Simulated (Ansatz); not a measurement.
CH₄BClS, SMILES `CSBCl`. Charge 0, multiplicity 1.

```xyz
8

C     1.242    0.395    0.067
S     0.231   -1.091   -0.144
B    -1.420   -0.468   -0.079
Cl   -2.754   -1.587   -0.244
H     0.604    1.270    0.177
H     1.862    0.277    0.954
H     1.882    0.514   -0.806
H    -1.646    0.691    0.075
```

Task: What are the harmonic wavenumbers in cm⁻¹ at PBE0-D4/def2-TZVP (Ansatz, finite differences of forces, unscaled)? (Estimate.)

Result: The calculation gave: 63, 165, 191, 306, 723, 769, 772, 899, 979, 985, 1089, 1349, 1462, 1476, 2656, 3074, 3164, 3178.

Task: Is this a minimum?

Result: Yes, all 18 modes are real.

Task: Give the ideal-gas thermochemistry at 298.15 K and 1 bar (rigid rotor, harmonic oscillator; point group Cs, symmetry number 1).

Result: Zero-point energy 139.4 kJ/mol; H(298) − E = 156.8 kJ/mol; entropy 322.9 J/(mol·K), of which translation 165.6, rotation 108.6, vibration 48.7; G(298) − E = 60.5 kJ/mol. Modes under 100 cm⁻¹ are hindered rotations or soft bends, so the harmonic entropy is rough.

Task: Rotational constants (cm⁻¹)?

Result: 0.696, 0.06247, 0.05795.
